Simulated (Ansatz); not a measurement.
Species, as SMILES: F[SiH] (F-SiH) (closed-shell singlet).
Atoms: Si1, H2, F3. Bonds: Si1-H2, Si1-F3.

Basis-set convergence of the highest harmonic wavenumber at CCSD(T) with Ansatz (a first-principles code). Each level at its own minimum, finite differences of forces, unscaled; the reference is a large set that could be run, not a limit. Cartesian d functions, on some or all atoms, in 6-31G*, 6-311G**, 6-311+G**; all else is spherical. Cores are frozen. A restricted Hartree-Fock determinant is unstable towards unrestricted orbitals. No added dispersion term, no relativity. Reference: the value in aug-cc-pV(T+d)Z, 1996 cm⁻¹, itself unsure by roughly 14 cm⁻¹ (its distance from def2-TZVPPD). Deviations are taken from unrounded values. Cost is core time over that of 6-31G*, rough, on shared machines of one kind.

```csv
basis,functions,highest harmonic wavenumber (cm⁻¹),minus reference (cm⁻¹),cost
6-31G*,36,2013,17,1×
def2-SVP,37,2043,47,0.9×
cc-pV(D+d)Z,42,2015,19,2×
6-311G**,51,2037,41,3×
6-311+G**,59,2052,56,4×
aug-cc-pV(D+d)Z,64,1991,-4,5×
def2-TZVP,74,2022,26,7×
pcseg-2,78,2037,41,8×
cc-pV(T+d)Z,83,1999,3,10×
def2-TZVPP,87,2010,14,10×
jun-cc-pV(T+d)Z,101,2004,8,20×
"6-311++G(3df,3pd)",104,2021,25,20×
def2-TZVPPD,105,2010,14,20×
```
